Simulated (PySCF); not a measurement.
C2H6N2Si, SMILES C#C[SiH](N)N.

Coordinates come from a PBE-D3(BJ)/def2-SVP optimisation. The structure was generated by enumeration, and PubChem lists no compound with its InChIKey, so it may never have been made. Other conformers were not sampled.

Two levels are set side by side: PBE/def2-TZVP (PySCF) and ωB97X/def2-TZVP (PySCF). Same geometry, gas phase. Differences are taken from unrounded values.

| quantity | ωB97X |
|---|---|
| orbital gap (eV) | 12.04 |
| highest occupied level (eV) | -9.93 |
| lowest empty level (eV) | 2.11 |
| dipole moment (D) | 0.33 |
| mean polarisability (bohr³) | 60.6 |

Q: What does PBE give, and how far is it from ωB97X? (Estimate from the structure and the level; the computed values follow.)

A: 
```tsv
quantity	PBE	PBE minus ωB97X
orbital gap (eV)	5.12	-6.92
highest occupied level (eV)	-6.06	3.87
lowest empty level (eV)	-0.93	-3.04
dipole moment (D)	0.43	0.10
mean polarisability (bohr³)	64.6	4.0
```

Without exact exchange PBE keeps part of each electron's self-repulsion, which lifts occupied levels and narrows the gap. Loosely held outer electrons make PBE densities more polarisable. Differences between two approximate levels are no errors against the true value.

Rough cost on one machine, each run with all the roots and properties that it gave: ωB97X against PBE within a factor of 2.
